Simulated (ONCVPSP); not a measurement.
Potentials for manganese (Mn) compared

Generated with ld1.x 7.5 (TM, RRKJ, ultrasoft, PAW), atompaw 4.2 or ONCVPSP 4.0.1. The cutoff is in Ry: for ld1.x and atompaw files where the sum of valence levels is converged to 10 mRy in a Bessel basis, for ONCV files where the hardest occupied wave has 1 mHa per electron of residual kinetic energy. The error is the largest all-electron minus pseudo excitation energy over each file’s own four to seven test configurations (ionisations up to +4, promotions, holes and added fractions of an electron), all of which were solved. The labels leave out finer settings (local radius, basis sizes, second energies), which also bear on the numbers. Spin-polarised tests are not counted. The rows are a selection from randomly drawn settings: files with unsolved tests, undetermined cutoffs or missed reference levels are left out.

A true bound ghost makes a file unfit for plane-wave use even where its test errors are small: the radial tests pick states by their node count and pass the ghost by.

| potential | cutoff (Ry) | largest error (meV) | bound ghosts |
| --- | --- | --- | --- |
| ONCV, LDA (Perdew-Zunger), fully relativistic, rc 1.55/0.95/1.25 (spd), local smoothed, core correction no, reference 3s2 3p6 3d5 4s1, qcut 7.2/9.5/14.4, projectors 2/3/1 | 134 | +5.4 | none |
| ONCV, PBE, fully relativistic, rc 1.30/0.95/1.30 (spd), local smoothed, core correction yes, reference 3s2 3p6 3d5 4s1.5, qcut 11.7/7.7/11.2, projectors 2/2/2 | 99 | +2.0 | none |

Fill in the row for Mn: ONCV, PBE, scalar-relativistic, rc 1.45/0.90/1.25 (spd), local smoothed, core correction yes, reference 3s2 3p6 3d5 4s2, qcut 7.2/10.1/10.9, projectors 2/3/2.

cutoff 102 Ry, largest error +2.8 meV, bound ghosts: p.

Fill in the row for Mn: ONCV, Wu-Cohen, scalar-relativistic, rc 1.30/0.90/0.90 (spd), local d, core correction no, reference 3s2 3p6 3d6 4s1, qcut 11.2/8/20.7, projectors 3/2/0.

cutoff 255 Ry, largest error +4.3 meV, bound ghosts: none.

Fill in the row for Mn: ONCV, LDA (Perdew-Wang 92), scalar-relativistic, rc 1.65/1.30/1.55 (spd), local smoothed, core correction yes, reference 3s2 3p6 3d5 4s2, qcut 9.5/12.1/11.9, projectors 2/2/2.

cutoff 86 Ry, largest error +16 meV, bound ghosts: none.
